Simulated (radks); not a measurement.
Dy, configuration [Xe] 4f9 5d1 6s2 (not the ground configuration).

Method: Dirac Kohn-Sham, PBE, spin-unpolarised, spherical densities, finite nucleus; open shells are shared between the two j in proportion to 2j + 1; Fermi nuclear charge, rms radius 5.2218 fm; computed with a radial shooting solver on a logarithmic mesh with Libxc functionals.

Energy parts (eV):
| part | energy |
|---|---|
| total | -331080.50 |
| kinetic | 363112.29 |
| electron-nucleus | -815922.34 |
| Hartree | 128915.03 |
| exchange-correlation | -7185.48 |

Orbitals (lengths in bohr, moments of r in powers of bohr):
orbital     occ.  eigenvalue (eV)      <r^2>
1s1/2          2        -53597.08  0.0006095
2s1/2          2        -8926.557   0.009462
2p1/2          2        -8490.598   0.006847
2p3/2          4        -7690.452   0.008073
3s1/2          2        -1993.134    0.06277
3p1/2          2        -1802.807    0.05827
3p3/2          4        -1636.660    0.06522
3d3/2          4        -1309.288    0.05172
3d5/2          6        -1273.015    0.05365
4s1/2          2        -400.0991     0.3165
4p1/2          2        -324.9500     0.3316
4p3/2          4        -287.6923     0.3697
4d3/2          4        -163.8418     0.4199
4d5/2          6        -157.0709     0.4349
4f5/2    3.85714          -9.6961     0.8669
4f7/2    5.14286          -8.7557     0.9009
5s1/2          2         -52.7195      1.853
5p1/2          2         -32.0353      2.357
5p3/2          4         -27.0513      2.703
5d3/2        0.4          -2.4867      9.687
5d5/2        0.6          -2.2023      10.61
6s1/2          2          -4.2646      17.22

The highest occupied level is 5d5/2 at -2.202 eV. Summed over all electrons, <r^2> = 80.04 bohr^2, which gives a Langevin (diamagnetic) susceptibility term of -63.4 x 10^-6 cm^3/mol. The electron density at the nucleus is 7.403e+05 e/bohr^3.
